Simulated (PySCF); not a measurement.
One molecule, a ladder of functionals, a line

Molecule: `InChI=1S/C4H7NSe/c1-2-6-4-3-5/h2,4H2,1H3`.

Atoms are numbered as in `[CH3:1][CH2:2][Se:3][CH2:4][C:5]#[N:6]`. Hydrogens are named by the atom that carries them.

GIAO shieldings (ppm, equivalent atoms averaged) in PySCF 2.14.0 with density-fitted response routines on the PBE0-D3(BJ)/def2-SVP geometry, basis pcSseg-1, gas phase, non-relativistic:

```csv
functional,exact exchange (%),σ(C2),σ(C4),σ(Se3)
BLYP,0,135.9,156.0,1289.5
BP86,0,142.3,161.0,1359.8
PBE,0,142.6,161.4,1368.9
B3LYP,20,142.8,161.9,1380.5
mPW1PW91,25,149.4,167.1,1465.0
BHandHLYP,50,151.1,169.4,1500.9
HF,100,163.4,180.7,1697.0
```

Problem. Fit each shielding as a line in the percentage of exact exchange.

Solution. σ(C2) = 140.4 + 0.23 x (rms 2.5 ppm); σ(C4) = 159.5 + 0.21 x (rms 2.0 ppm); σ(Se3) = 1338.6 + 3.55 x (rms 30.0 ppm). The functionals also differ in their semilocal parts, which the line can't hold; Hartree–Fock has no correlation at all.

Problem. What does the line predict for PBE0 (25 %), and what does the run give?

Solution. σ(C2): 146.2 predicted, 150.4 computed; σ(C4): 164.8 predicted, 168.0 computed; σ(Se3): 1427.3 predicted, 1475.8 computed ppm.
